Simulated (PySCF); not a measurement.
Species: CH3F3GeS.
Z-matrix (Å and degrees, PBE0-D3(BJ)/def2-SVP geometry), rows numbered from 1:
```
F 
C   1  1.3412
F   2  1.3337  1  107.53
F   2  1.3406  1  107.42  3  -115.52
Ge  2  1.9990  1  111.00  3   123.17
S   5  2.2129  2  108.48  1   -57.14
H   5  1.5350  2  107.09  1    64.37
H   5  1.5310  2  108.83  1  -173.16
H   6  1.3511  5   93.99  2    63.50
```

Theory: PBE0-D3(BJ)/def2-SVP geometry optimisation, gas phase (PySCF).

Masses are those of the commonest isotopes; rigid-rotor values at the optimised geometry. The values belong to one conformer with, in the numbering `[F:1][C:2]([F:3])([F:4])[GeH2:5][SH:6]`, C2–Ge5–S6–H 63°.

(1) What are A, B and C (MHz)?

(2) Classify the top.

(3) What does the inertial defect say?

(4) Give the other two planar moments, Paa and Pbb, and the rms extents of the mass along the axes.

(5) Where do the levels up to J = 5 lie, in K?

(6) Which types of transition are allowed, and where do some lines up to J = 4 fall?

Answers

(1) Ia = 161.14, Ib = 405.74, Ic = 469.10 u·Å²; 505379 MHz·u·Å²/I gives A = 3136, B = 1246, C = 1077 MHz.

(2) An asymmetric top; Ray's κ = -0.837.

(3) Not planar: Δ = Ic − Ia − Ib = -97.78 u·Å². For a rigid frame Δ = −2 Σ m c², so Σ m c² = 48.89 u·Å² lies off the ab plane: 4.63 from hydrogen and 44.26 from heavier atoms. The atom farthest from that plane is 1.28 Å away.

(4) Paa = Σ m a² = (Ib + Ic − Ia)/2 = 356.85 and Pbb = Σ m b² = (Ia + Ic − Ib)/2 = 112.25 u·Å². With the mass M = 177.91 u, the rms extents √(P/M) along a, b and c are 1.42, 0.79, 0.52 Å.

(5) Above 0(0,0), as E/k:
J = 1: 1(0,1) 0.111, 1(1,1) 0.202, 1(1,0) 0.210
J = 2: 2(0,2) 0.334, 2(1,2) 0.417, 2(1,1) 0.441, 2(2,1) 0.714, 2(2,0) 0.714
J = 3: 3(0,3) 0.666, 3(1,3) 0.739, 3(1,2) 0.788, 3(2,2) 1.048, 3(2,1) 1.051, 3(3,1) 1.522, 3(3,0) 1.522
J = 4: 4(0,4) 1.107, 4(1,4) 1.168, 4(1,3) 1.249, 4(2,3) 1.494, 4(2,2) 1.501, 4(3,2) 1.969, 4(3,1) 1.969, 4(4,1) 2.632, 4(4,0) 2.632
J = 5: 5(0,5) 1.655, 5(1,5) 1.703, 5(1,4) 1.824, 5(2,4) 2.050, 5(2,3) 2.067, 5(3,3) 2.528, 5(3,2) 2.529, 5(4,2) 3.190, 5(4,1) 3.190, 5(5,1) 4.042, 5(5,0) 4.042
The levels of one J sum to (2J + 1)J(J + 1)(A + B + C)/3.

(6) The dipole components are |μa| = 0.80 D, |μb| = 1.07 D, |μc| = 0.79 D. The squared components, which scale the intensities, stand as 0.56 : 1.00 : 0.54 (a : b : c). Some lines, for components of 0.1 D or more:

```json
{"type": "c", "branch": "Q", "J(Ka,Kc)": "3(1,3) ← 3(0,3)", "MHz": "1517", "lower level (cm⁻¹)": "0.463"}
{"type": "b", "branch": "R", "J(Ka,Kc)": "3(1,2) ← 2(2,1)", "MHz": "1542", "lower level (cm⁻¹)": "0.496"}
{"type": "a", "branch": "Q", "J(Ka,Kc)": "4(1,3) ← 4(1,4)", "MHz": "1679", "lower level (cm⁻¹)": "0.812"}
{"type": "a", "branch": "R", "J(Ka,Kc)": "1(0,1) ← 0(0,0)", "MHz": "2323", "lower level (cm⁻¹)": "0.000"}
{"type": "c", "branch": "Q", "J(Ka,Kc)": "4(2,3) ← 4(1,3)", "MHz": "5105", "lower level (cm⁻¹)": "0.868"}
{"type": "c", "branch": "Q", "J(Ka,Kc)": "3(2,2) ← 3(1,2)", "MHz": "5427", "lower level (cm⁻¹)": "0.547"}
{"type": "b", "branch": "Q", "J(Ka,Kc)": "3(2,1) ← 3(1,2)", "MHz": "5480", "lower level (cm⁻¹)": "0.547"}
{"type": "c", "branch": "Q", "J(Ka,Kc)": "2(2,1) ← 2(1,1)", "MHz": "5672", "lower level (cm⁻¹)": "0.307"}
{"type": "b", "branch": "R", "J(Ka,Kc)": "2(1,2) ← 1(0,1)", "MHz": "6368", "lower level (cm⁻¹)": "0.077"}
{"type": "a", "branch": "R", "J(Ka,Kc)": "3(1,2) ← 2(1,1)", "MHz": "7214", "lower level (cm⁻¹)": "0.307"}
{"type": "b", "branch": "R", "J(Ka,Kc)": "4(0,4) ← 3(1,3)", "MHz": "7670", "lower level (cm⁻¹)": "0.514"}
{"type": "a", "branch": "R", "J(Ka,Kc)": "4(1,3) ← 3(1,2)", "MHz": "9605", "lower level (cm⁻¹)": "0.547"}
{"type": "b", "branch": "Q", "J(Ka,Kc)": "4(3,1) ← 4(2,2)", "MHz": "9754", "lower level (cm⁻¹)": "1.043"}
{"type": "b", "branch": "Q", "J(Ka,Kc)": "3(3,1) ← 3(2,2)", "MHz": "9880", "lower level (cm⁻¹)": "0.728"}
{"type": "b", "branch": "R", "J(Ka,Kc)": "4(1,4) ← 3(0,3)", "MHz": "10452", "lower level (cm⁻¹)": "0.463"}
{"type": "b", "branch": "R", "J(Ka,Kc)": "2(2,1) ← 1(1,0)", "MHz": "10486", "lower level (cm⁻¹)": "0.146"}
{"type": "c", "branch": "R", "J(Ka,Kc)": "3(2,1) ← 2(1,1)", "MHz": "12694", "lower level (cm⁻¹)": "0.307"}
{"type": "b", "branch": "Q", "J(Ka,Kc)": "4(4,0) ← 4(3,1)", "MHz": "13802", "lower level (cm⁻¹)": "1.369"}
{"type": "b", "branch": "R", "J(Ka,Kc)": "4(2,3) ← 3(1,2)", "MHz": "14710", "lower level (cm⁻¹)": "0.547"}
{"type": "c", "branch": "R", "J(Ka,Kc)": "4(2,2) ← 3(1,2)", "MHz": "14868", "lower level (cm⁻¹)": "0.547"}
{"type": "b", "branch": "R", "J(Ka,Kc)": "3(3,1) ← 2(2,0)", "MHz": "16838", "lower level (cm⁻¹)": "0.496"}
{"type": "c", "branch": "R", "J(Ka,Kc)": "3(3,0) ← 2(2,0)", "MHz": "16839", "lower level (cm⁻¹)": "0.496"}
{"type": "b", "branch": "R", "J(Ka,Kc)": "4(3,2) ← 3(2,1)", "MHz": "19139", "lower level (cm⁻¹)": "0.730"}
{"type": "c", "branch": "R", "J(Ka,Kc)": "4(3,1) ← 3(2,1)", "MHz": "19142", "lower level (cm⁻¹)": "0.730"}
{"type": "c", "branch": "R", "J(Ka,Kc)": "4(3,2) ← 3(2,2)", "MHz": "19192", "lower level (cm⁻¹)": "0.728"}
```

Stationary, but not proved a minimum. Constants of a rigid frame at the computed geometry: no zero-point averaging, no centrifugal distortion.
